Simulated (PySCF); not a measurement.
MMg cations for M along group 15

CCSD(T) with double-zeta basis sets in PySCF, for the lowest determinant that a PBE0 search found; no spin–orbit coupling. De refers to high-spin ground-configuration atoms (the charge goes to the atom of lower measured ionisation energy or higher electron affinity, which is not always the lowest computed limit).

```csv
M,basis,"reference, frozen orbitals",charged atom,state (unpaired electrons),Re (Å),ωe (cm⁻¹),De (eV)
P,def2-SVP,"ROHF, 6",Mg+,triplet (π ↑↑),2.556,299,1.10
As,aug-pcseg-1,"ROHF, 10",Mg+,triplet (π ↑↑),2.674,241,1.05
Sb,x2c-SVPall,"ROHF, 19",Mg+,triplet (π ↑↑),2.837,226,1.36
Bi,def2-SVP,"ROHF, 5",Bi+,triplet (π ↑↑),2.905,209,n/a
```

The shortest bond is that of MgP⁺ (2.556 Å), the longest that of MgBi⁺ (2.905 Å).

The rows differ in basis set, which adds steps of its own.

Down a group the atoms grow and get heavier, so bonds lengthen and wavenumbers fall; this series shows no clear exception.

Correlated steps freeze the inner cores (5 to 19 orbitals); shallow outer-core shells are correlated. Correlated levels converge slowly with the basis: in double zeta they bind strong bonds too weakly, by up to about 1 eV, and carry superposition errors of some tenths. Spin–orbit coupling is left out, which matters for elements this heavy, above all for dissociation energies. For an ion De counts to the pair picked by the measured ionisation energies or electron affinities, which need not be the lowest pair at this level. States were picked by a PBE0 search and need not be the measured ground states.
